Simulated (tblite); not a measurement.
Compound: C₅H₈ClF₃Si.
Cartesian coordinates in Å at the GFN2-xTB level; atoms count from 1:
```xyz
18
C5H8ClF3Si angstrom
F     -2.6240   -1.3486   -0.0338
Si    -1.3338   -1.1670    0.9164
C     -0.2695    0.1468    0.0308
C     -1.0902    1.3937   -0.2231
F     -0.3550    2.3814   -0.8003
F     -1.5450    1.9152    0.9467
C      0.4831   -0.3546   -1.2231
C      1.8010   -0.2941   -0.4453
Cl     2.4133   -1.8995    0.0117
C      1.0925    0.4245    0.7050
H     -1.8271   -0.6749    2.1886
H     -0.6560   -2.4482    0.9074
H     -1.9615    1.2132   -0.8703
H      0.4592    0.3542   -2.0501
H      0.2007   -1.3386   -1.5916
H      2.6284    0.2314   -0.9200
H      1.2349   -0.0126    1.6904
H      1.3403    1.4841    0.7489
```

Calculated harmonic vibrations of the isolated species, GFN2-xTB (tblite), most abundant isotopes, no scaling. Against measured fundamentals such values can be off by several per cent, at times by over 20. Modes of hydrogen on silicon can be 10 to 20 % off. One conformer, not necessarily the lowest.

Harmonic wavenumbers (cm⁻¹): 39.9, 40.8, 65.0, 114.9, 146.5, 169.9, 204.9, 270.6, 328.4, 354.1, 386.6, 428.7, 519.8, 524.5, 555.3, 629.0, 693.9, 710.1, 752.3, 776.5, 817.1, 865.6, 911.9, 1011.5, 1020.1, 1029.2, 1053.8, 1078.2, 1080.2, 1094.8, 1182.1, 1194.7, 1205.5, 1227.7, 1245.6, 1270.0, 1271.6, 1295.4, 1455.6, 1466.3, 2381.3, 2394.7, 2899.5, 2974.9, 3001.5, 3008.5, 3012.4, 3021.2.

A = 1240, B = 720.2, C = 532.9 MHz; mass 188.004 u (most abundant isotopes); point group C1, symmetry number 1.

Problem. What is the zero-point energy?

Solution. Half the sum of the wavenumbers: 26591 cm⁻¹ = 76.03 kcal/mol.

Problem. What is S at 350 K and 1 bar for an ideal gas of classical rigid rotors and harmonic oscillators?

Solution. Translation 42.42, rotation 31.37, vibration 41.61: S = 115.4 cal/(mol K).

Problem. And Cp and H(350 K) − H(0)?

Solution. Cp = 47.83 cal/(mol K), of which vibrations give 39.89 (their classical limit is 48 R = 95.4); H(350 K) − H(0) = 10.05 kcal/mol without the zero-point energy, 7.27 from vibrations.

Problem. Blend soft modes into free rotors: weight 1/[1 + (100 cm⁻¹/ν̃)⁴] for the oscillator and the rest for a rotor with moment μB/(μ + B), μ = h/(8π²ν), B = 10⁻⁴⁴ kg m². What vibrational entropy results?

Solution. 37.10 cal/(mol K) in place of 41.61, which changes −T·S at 350 K by +1.58 kcal/mol.

Problem. What must be added to the electronic energy to get the Gibbs energy at 350 K and 1 bar?

Solution. ZPE + [H(350 K) − H(0)] − T·S = 76.03 + 10.05 − 40.39 = 45.69 kcal/mol.

Problem. Which modes carry the vibrational entropy at 350 K?

Solution. 39.9 cm⁻¹: 5.58; 40.8 cm⁻¹: 5.54; 65.0 cm⁻¹: 4.62; 114.9 cm⁻¹: 3.50; 146.5 cm⁻¹: 3.02; 169.9 cm⁻¹: 2.74 cal/(mol K); the other 42 give 16.62 together.

Hindered rotation and anharmonicity are outside this model. Other conformers, if any are populated, would add a mixing term that is left out. The structure is chiral; the term R ln 2 for an equal mix with its mirror image is left out.
